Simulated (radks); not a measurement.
Trend from C4+ to Ne4+: ionisation energy by Delta-SCF between NIST ground configurations, and size. Method: scalar-relativistic Kohn-Sham, LDA (Slater exchange, Perdew-Wang correlation), spin-unpolarised, spherical densities, finite nucleus; Fermi nuclear charge, rms radius of each element as measured or else 0.836 A^(1/3) + 0.57 fm; computed with a radial shooting solver on a logarithmic mesh with Libxc functionals.

| species | configuration | IE (eV) | NIST (eV) | kind | -e(HOMO) (eV) |
|---|---|---|---|---|---|
| C4+ | [He] | 396.08 | 392.09 | theory | 354.80 (1s) |
| N4+ | [He] 2s1 | 96.428 | 97.890 | exp. | 87.222 (2s) |
| O4+ | [He] 2s2 | 113.82 | 113.90 | exp. | 102.26 (2s) |
| F4+ | [He] 2s2 2p1 | 113.61 | 114.25 | semi-emp. | 99.344 (2p) |
| Ne4+ | [He] 2s2 2p2 | 124.65 | 126.25 | exp. | 109.24 (2p) |

Reference values: NIST Atomic Spectra Database (exp. = measured, semi-emp. = semi-empirical, theory = theoretical value adopted there). Spin polarisation and multiplet splitting are left out, so open shells lie too high by an amount that depends on their filling.

Beside tabulated values, note that spin-unpolarised runs miss the spin-polarisation part of the exchange energy of open shells.
